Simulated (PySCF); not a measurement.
Species: `CPCCP(C)C`. The columns A, B, C and D hold Mulliken, IAO, Hirshfeld and ESP-fitted charges (e) of one PBE0/pcSseg-1 density (PySCF), in a shuffled order. Coordinates in Å (PBE0-D3(BJ)/def2-SVP); the density's dipole moment is (-0.27, 0.61, -1.86) D.

```json
{"atom": "C1", "x": "2.868", "y": "-0.004", "z": "0.862", "A": "-0.165", "B": "-0.602", "C": "-0.484", "D": "-0.525"}
{"atom": "P2", "x": "1.687", "y": "-1.423", "z": "0.730", "A": "+0.105", "B": "+0.334", "C": "-0.194", "D": "+0.177"}
{"atom": "C3", "x": "0.803", "y": "-0.985", "z": "-0.860", "A": "-0.114", "B": "-0.424", "C": "-0.397", "D": "-0.429"}
{"atom": "C4", "x": "0.000", "y": "0.311", "z": "-0.771", "A": "-0.116", "B": "-0.431", "C": "-0.168", "D": "-0.428"}
{"atom": "P5", "x": "-0.934", "y": "0.530", "z": "0.828", "A": "+0.149", "B": "+0.497", "C": "+0.051", "D": "+0.237"}
{"atom": "C6", "x": "-2.026", "y": "1.931", "z": "0.312", "A": "-0.166", "B": "-0.605", "C": "-0.541", "D": "-0.489"}
{"atom": "C7", "x": "-2.131", "y": "-0.870", "z": "0.698", "A": "-0.166", "B": "-0.607", "C": "-0.710", "D": "-0.483"}
{"atom": "H8", "x": "3.362", "y": "0.247", "z": "-0.089", "A": "+0.038", "B": "+0.138", "C": "+0.163", "D": "+0.137"}
{"atom": "H9", "x": "2.314", "y": "0.875", "z": "1.225", "A": "+0.036", "B": "+0.156", "C": "+0.137", "D": "+0.159"}
{"atom": "H10", "x": "3.636", "y": "-0.242", "z": "1.612", "A": "+0.045", "B": "+0.157", "C": "+0.194", "D": "+0.151"}
{"atom": "H11", "x": "2.591", "y": "-2.360", "z": "0.135", "A": "-0.025", "B": "-0.041", "C": "+0.126", "D": "+0.037"}
{"atom": "H12", "x": "1.515", "y": "-0.927", "z": "-1.699", "A": "+0.036", "B": "+0.138", "C": "+0.137", "D": "+0.150"}
{"atom": "H13", "x": "0.130", "y": "-1.832", "z": "-1.073", "A": "+0.036", "B": "+0.142", "C": "+0.223", "D": "+0.154"}
{"atom": "H14", "x": "-0.694", "y": "0.386", "z": "-1.628", "A": "+0.034", "B": "+0.130", "C": "+0.100", "D": "+0.143"}
{"atom": "H15", "x": "0.678", "y": "1.178", "z": "-0.840", "A": "+0.035", "B": "+0.140", "C": "+0.186", "D": "+0.152"}
{"atom": "H16", "x": "-2.759", "y": "2.135", "z": "1.106", "A": "+0.043", "B": "+0.153", "C": "+0.201", "D": "+0.148"}
{"atom": "H17", "x": "-1.417", "y": "2.840", "z": "0.181", "A": "+0.042", "B": "+0.152", "C": "+0.153", "D": "+0.145"}
{"atom": "H18", "x": "-2.566", "y": "1.727", "z": "-0.628", "A": "+0.036", "B": "+0.133", "C": "+0.155", "D": "+0.129"}
{"atom": "H19", "x": "-1.601", "y": "-1.816", "z": "0.882", "A": "+0.038", "B": "+0.157", "C": "+0.203", "D": "+0.159"}
{"atom": "H20", "x": "-2.629", "y": "-0.915", "z": "-0.285", "A": "+0.036", "B": "+0.132", "C": "+0.223", "D": "+0.129"}
{"atom": "H21", "x": "-2.899", "y": "-0.764", "z": "1.480", "A": "+0.043", "B": "+0.154", "C": "+0.242", "D": "+0.148"}
```

**Question.** Which column most likely holds the ESP-fitted charges?

**Answer.** C. Σ q r misses the density's dipole by 0.05 D (C), 2.51 D (A), 2.82 D (D), 3.77 D (B). Charges fitted to the outside potential are the only set here that is tied to the molecule's multipoles.

**Question.** And the Hirshfeld charges?

**Answer.** A. The mean sizes are 0.072 e (A), 0.224 e (D), 0.238 e (C), 0.258 e (B), and Hirshfeld charges are commonly the smallest of these schemes.

As computed, A = Hirshfeld, B = IAO, C = ESP-fitted, D = Mulliken. Hydrogens on carbon: Hirshfeld +0.03 to +0.04, IAO +0.13 to +0.16, ESP-fitted +0.10 to +0.24, Mulliken +0.13 to +0.16 e.

The IAO scheme counts the electrons in orthogonalised intrinsic atomic orbitals, a minimal basis polarised so that it spans the occupied orbitals exactly. The Hirshfeld scheme weights the molecular density at each point by an atom's share of the summed free-atom densities.

Geometry: PBE0-D3(BJ)/def2-SVP, one conformer, isolated molecule.

The run behind these numbers computed NMR shieldings as well. Time: 30 s wall; peak memory 0.96 GiB. Hardware: one thread of an Arm Neoverse V2, shared host.

Conformer computed: `[CH3:1][PH:2][CH2:3][CH2:4][P:5]([CH3:6])[CH3:7]`: C1–P2–C3–C4 -64°, P2–C3–C4–P5 -41°, C3–C4–P5–C6 -167°.
